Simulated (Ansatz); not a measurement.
A nudged elastic band was laid between two geometries of BGeH7Si (10 atoms, charge 0, multiplicity 1).

All numbers below come from RKS PBE/def2-SVP (Ansatz 0.2.0).

| Item | Value |
| --- | --- |
| movable images | 9 |
| climbing image | yes |
| spring | 50.0 eV/Å² |
| optimiser | quadratic models (default) |
| start path | through a guess of the saddle point |
| force threshold | 0.05 eV/Å |
| iteration limit | 60 |
| end points | relaxed |

Initial state:

```xyz
10
Properties=species:S:1:pos:R:3
B -1.843 0.598 -0.383
Ge 0.140 1.000 -0.106
Si 1.157 -1.150 0.336
H -2.600 0.551 0.566
H -2.264 0.309 -1.486
H 0.473 1.888 1.126
H 0.881 1.577 -1.344
H 2.642 -0.976 0.516
H 0.583 -1.754 1.589
H 0.914 -2.095 -0.810
```

Final state:

```xyz
10
Properties=species:S:1:pos:R:3
B -1.765 0.998 -0.125
Ge -0.052 0.276 -0.819
Si 1.345 -1.291 0.375
H -2.365 0.308 0.673
H -2.258 1.934 -0.718
H -0.616 1.428 0.471
H 0.883 1.212 -1.660
H 2.563 -0.628 0.962
H 0.552 -1.958 1.463
H 1.796 -2.330 -0.618
```

(1) What changes between the two ends?

(2) What energy profile does the band end with?

(3) What is the geometry of the highest image?

## Answers

(1) No bond is made or broken.

(2) It converged. The highest image is number 6 of 0 to 10, 18.2 kJ/mol above the first end and 31.5 kJ/mol above the last; the last end lies 13.2 kJ/mol below the first. Another band between the same ends (9 images) ends at a top of the same energy, where a vibrational analysis finds 1 clearly imaginary mode.

```tsv
image	path coordinate (Å)	energy (kJ/mol)
0	0.00	0.0
1	0.41	0.7
2	0.83	2.5
3	1.24	4.8
4	1.65	7.3
5	2.06	13.1
6	2.48	18.2
7	2.78	11.8
8	3.08	-8.0
9	3.38	-13.1
10	3.69	-13.2
```

(3) 
```xyz
10
Properties=species:S:1:pos:R:3:forces:R:3
B -1.894 0.791 -0.324 0.00 0.00 0.00
Ge 0.079 0.546 -0.547 0.00 0.00 0.00
Si 1.336 -1.258 0.389 0.00 0.00 0.00
H -2.462 0.153 0.540 0.00 0.00 0.00
H -2.440 1.724 -0.877 0.00 0.00 0.00
H -0.188 1.581 0.671 0.00 0.00 0.00
H 0.856 1.373 -1.605 0.00 0.00 0.00
H 2.692 -0.798 0.851 0.00 0.00 0.00
H 0.581 -1.833 1.556 0.00 0.00 0.00
H 1.522 -2.330 -0.651 0.00 0.00 0.00
```

Run time: 3.5 min on 2 threads of Intel(R) Xeon(R) CPU @ 2.60GHz (Ice Lake) (shared host), peak memory 0.16 GiB.
